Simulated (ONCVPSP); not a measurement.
# Co (Z = 27), ONCV: configuration errors across variants

ONCVPSP 4.0.1 input, shortened (lines: element, Z, core and valence counts, functional; n l f; lmax; l rc ep ncon nbas qcut; lloc lpopt rc5 dvloc0; l nproj debl; icmod fcfact rcfact), LDA (Perdew-Wang 92), scalar-relativistic:

```
  Co 27.00    4    3  -001012      upf
    1    0    2.00
    2    0    2.00
    2    1    6.00
    3    0    2.00
    3    1    6.00
    3    2    7.00
    4    0    1.50
    3
    0    1.90    0.00    4    7    4.10
    1    1.05    0.00    5    8   11.80
    2    1.70    0.00    4    9    7.40
    3    2.05    0.03    3    6    6.30
    4    4    0.90    4.00
    0    2    3.60
    1    1    2.80
    2    2    2.00
    3    2    1.60
    1    0.65    0.00
```

All-electron excitation energies from the reference (eV): (1) 3p6 3d7 4s2 -3.718; (2) 3p6 3d7 4s1 5.571; (3) 3p6 3d7 4s0 22.649; (4) 3p6 3d8 4s1 -4.965.

1 further variants failed, have other tests or too few solved ones, and are left out.

A true bound ghost makes a file unfit for plane-wave use even where its test errors are small: the radial tests pick states by their node count and pass the ghost by.

Errors AE − PS in meV (a dash: test not solved or not reliable):

| change | (1) | (2) | (3) | (4) | bound ghosts | GHOST(+) flags above zero |
| --- | --- | --- | --- | --- | --- | --- |
| base | +0.4 | -0.8 | -8.3 | +38 | none | s |
| local potential polynomial inside 0.90 bohr (lpopt 4, dvloc0 2.5 Ha) | +0.4 | -0.7 | -8.2 | +39 | none | s |
| local potential polynomial inside 0.90 bohr (lpopt 4, dvloc0 4.5 Ha) | +0.4 | -0.8 | -8.3 | +38 | none | s |
| local potential polynomial inside 0.90 bohr (lpopt 4, dvloc0 6 Ha) | +0.3 | -0.8 | -8.4 | +38 | none | s |
| local potential polynomial inside 0.90 bohr (lpopt 4, dvloc0 9.5 Ha) | +0.3 | -0.8 | -8.5 | +38 | none | s |

**Question.** Give the same row for: local potential polynomial inside 0.90 bohr (lpopt 4, dvloc0 -2 Ha).

**Answer.** +0.2, -0.9, -8.3, +38; bound ghosts: s; GHOST(+) flags above zero: f.
